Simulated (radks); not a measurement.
Values are calculated unless marked as measured or tabulated.
Ionisation of the titanium ion Ti7+, [Ne] 3s2 3p3, to Ti8+, [Ne] 3s2 3p2, under several functionals. Scalar-relativistic Kohn-Sham, spin-unpolarised, spherical densities, finite nucleus; a radial shooting solver on a logarithmic mesh with Libxc functionals.

functional            E(Ti7+) (hartree)  Exc (hartree)  IE (eV)  -e(HOMO) (eV)  <r> HOMO (bohr)  IE error (eV)
exchange-only r2SCAN         -836.35345      -37.43392   165.59         154.04           0.9431           -4.9
r2SCAN                       -836.98366      -38.07074   166.84         155.26           0.9415           -3.7
MS2 meta-GGA                 -836.99972      -38.09697   166.71         155.13           0.9421           -3.8

NIST Atomic Spectra Database: 170.5 eV (semi-empirical). Closest: r2SCAN. The Delta-SCF values span 1.25 eV, the total energies 0.65 hartree. The highest occupied level is 3p. Spin polarisation and multiplet splitting are left out, so open shells lie too high by an amount that depends on their filling.

Beside tabulated values, note that spin-unpolarised runs miss the spin-polarisation part of the exchange energy of open shells.
